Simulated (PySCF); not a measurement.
These compounds are isomers of formula C₄H₉O₂PSi.

A. `C[C@@H]([SiH2]P)C(=O)C=O`
B. SMILES C=C(O[SiH2]P)C(C)=O
C. `InChI=1S/C4H9O2PSi/c1-3-7(8)4(5)6-2/h3H,1H2,2,8H3`
D. `C(C)(=O)/C=C/O[SiH2]P`
E. `CO[C@@H]1C(=O)C[Si@H]1P`
F. `COC(=O)/P=C(\C)[SiH3]`

Spectrum 1. 13C{1H} NMR (computed): δ 211.5 (C), 94.2 (CH), 63.1 (CH3), 34.4 (CH2).

Spectrum 2. 13C{1H} NMR (computed): δ 197.2 (C), 166.8 (CH), 110.3 (CH), 33.4 (CH3).

Spectrum 3. 13C{1H} NMR (computed): δ 207.7 (C), 200.0 (CH), 39.4 (CH), 11.7 (CH3).

Spectrum 4. 13C{1H} NMR (computed): δ 222.5 (C), 184.3 (C), 53.3 (CH3), 29.8 (CH3).

Spectrum 5. 13C{1H} NMR (computed): δ 187.8 (C), 142.4 (CH), 132.5 (CH2), 53.4 (CH3).

Spectrum 6. 13C{1H} NMR (computed): δ 204.9 (C), 158.8 (C), 111.3 (CH2), 25.7 (CH3).

Fast rotation and ring inversion assumed for equivalent nuclei, gas phase, relativity neglected, single conformer. PBE0/pcSseg-1 with gauge-including orbitals; coordinates at the GFN2-xTB level; PySCF.

Referencing at the same level of theory: 13C (186.93 ppm) against TMS. Splittings of carbon signals by F and P are missing where no couplings were computed. Shifts are as computed. Against solution values, carbons near 30 ppm lie about +3 ppm off and those near 130 ppm about +5 ppm. Of 1309 compounds with measured shifts, 239 miss one by over three times the rms of a fit or turn the order of signals round; such compounds aren't used in these exercises.

Which spectrum belongs to which compound?

## Answers

1–E, 2–D, 3–A, 4–F, 5–C, 6–B.

- Spectrum 1 (E): 4 13C signals; δC 211.5 is a ketone carbonyl carbon; δC 94.2 is an sp3 CH bonded to O and Si, α to a carbonyl.
- Spectrum 2 (D): 4 13C signals; δC 197.2 is a ketone carbonyl carbon; δC 166.8 is an alkene carbon bearing oxygen.
- Spectrum 3 (A): 4 13C signals; δC 207.7 is a ketone carbonyl carbon; δC 200.0 is an aldehyde carbonyl carbon.
- Spectrum 4 (F): 4 13C signals; δC 53.3 is a methyl carbon bonded to O; δC 29.8 is a methyl carbon.
- Spectrum 5 (C): 4 13C signals; δC 142.4 is an alkene CH; δC 132.5 is a terminal =CH2 carbon.
- Spectrum 6 (B): 4 13C signals; δC 204.9 is a ketone carbonyl carbon; δC 158.8 is an alkene carbon bearing oxygen.
